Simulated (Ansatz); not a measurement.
Harmonic frequencies (cm⁻¹) at PBE0-D4/def2-TZVP from Ansatz: 113, 209, 282, 429, 466, 521, 623, 654, 679, 2011, 2024, 2325.

Task: Which molecule is it?
A. `[F][Sn]([F])([F])[Br]`
B. `[OH][SnH2][OH]`
C. `[OH][SnH]([F])[F]`
D. `N#[C][SnH2][F]`

Result: D.
